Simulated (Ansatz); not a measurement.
C$_{2}$H$_{5}$IOSi (`[SiH3][C@H]1O[C@@H]1I`) at its PBE0-D4/def2-TZVP geometry, where that method's forces vanish. Charge 0, multiplicity 1. I takes the def2 core potential.

```
atom   x (Å)   y (Å)   z (Å)
 Si1  -0.397  -0.124  -1.485
  C2   0.432   0.405   0.117
  O3  -0.415   1.102   1.068
  C4   0.035  -0.156   1.408
  I5   1.442  -0.305   2.994
  H6  -0.637   1.063  -2.343
  H7  -1.685  -0.779  -1.145
  H8   0.494  -1.077  -2.195
  H9   1.442   0.811   0.080
 H10  -0.710  -0.940   1.501
```

Q: For each bond, give half the difference of the two atoms' forces along it (eV/Å; positive pushes the atoms apart) under PBE-D4, r2SCAN-D4, B3LYP-D4, ωB97M-V in def2-TZVPP. (Estimate.)

A: The calculation gave: 
| bond | length (Å) | PBE-D4 | r2SCAN-D4 | B3LYP-D4 | ωB97M-V |
| --- | --- | --- | --- | --- | --- |
| Si1–C2 | 1.880 | -0.17 | -0.11 | -0.01 | 0.01 |
| Si1–H6 | 1.484 | 0.08 | -0.02 | -0.08 | -0.12 |
| Si1–H7 | 1.484 | 0.08 | -0.02 | -0.06 | -0.11 |
| Si1–H8 | 1.486 | 0.06 | -0.02 | -0.07 | -0.10 |
| C2–O3 | 1.452 | 0.69 | 0.52 | 0.46 | 0.27 |
| C2–C4 | 1.462 | 0.38 | 0.24 | 0.25 | 0.30 |
| C2–H9 | 1.089 | 0.03 | -0.10 | -0.17 | -0.14 |
| O3–C4 | 1.378 | 0.61 | 0.33 | 0.36 | 0.35 |
| C4–I5 | 2.125 | 0.14 | 0.18 | 0.23 | -0.16 |
| C4–H10 | 1.086 | -0.03 | -0.14 | -0.22 | -0.18 |

B3LYP here is the variant with VWN-RPA as its local correlation; programs differ in this.

Program: Ansatz 0.2.0.
